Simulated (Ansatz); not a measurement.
Input file for Ansatz (a quantum-chemistry and plane-wave program): U-B2PLYP/def2-TZVPP on ZrCl, 2S+1 = 4, a spin state set in the input, which need not be the lowest, a point of a bond scan (R = 2.355 Å). Elements past Kr take the def2 small-core potentials; no spin–orbit coupling.

Ansatz 0.2 input:
```yaml
crystal:
  periodic: [false, false, false]
  atoms:
    - {symbol: Zr, position_ang: [0.00000000, 0.00000000, 0.00000000]}
    - {symbol: Cl, position_ang: [0.00000000, 0.00000000, 2.35478300]}
basis:
  gaussian:
    orbitals: def2-TZVPP
    pivot_positions_ang: [[0.00000000, 0.00000000, 0.00000000], [0.00000000, 0.00000000, 2.35478300]]
hamiltonian:
  xc: {name: B2PLYP}
magnetization: {spin_polarized: true, initial_magnetization: 3}
correlation: {electrons: valence}
output: {orbitals: {seedname: ./end}}
```

**Question.** Give the final energy of this run.

**Answer.** -507.0052 hartree.

**Question.** How many basis functions does it have, and what does it roughly cost on one machine?

**Answer.** 98 functions; around 21 core-seconds (rough).
